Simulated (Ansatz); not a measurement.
The same ligand exchange along the group Mg, Zn, Cd.

Gas-phase electronic energies from Ansatz, PBE0-D4/def2-TZVP geometries. CBS: MP2 limit from def2 TZ/QZ plus the TZ coupled-cluster correction, frozen cores. This one scheme is used for every species. Functionals use def2-TZVPP. B3LYP here is the variant with VWN-RPA as its local correlation; programs differ in this. Elements past krypton have def2 core potentials. For Cd, Mg, Zn outer-core shells are correlated without core-valence functions, which leaves a few kJ/mol of doubt a bond. Scalar relativity is left out up to krypton. Each species was taken in one conformer, which may not be the lowest.

| reaction | CCSD(T)/CBS(def2) (kJ/mol) |
| --- | --- |
| `[SiH3][O][Mg][Cl]` + NH₃ → `[NH2][Mg][O][SiH3]` + HCl | ? |
| `[SiH3][O][Zn][Cl]` + NH₃ → `[NH2][Zn][O][SiH3]` + HCl | 116 |
| `[SiH3][O][Cd][Cl]` + NH₃ → `[NH2][Cd][O][SiH3]` + HCl | 127 |

Fill in the missing values. (Estimate.)

Computed: `[SiH3][O][Mg][Cl]` + NH₃ → `[NH2][Mg][O][SiH3]` + HCl: +142.2 kJ/mol.

Largest T1 diagnostic: 0.015, for `[NH2][Zn][O][SiH3]`.
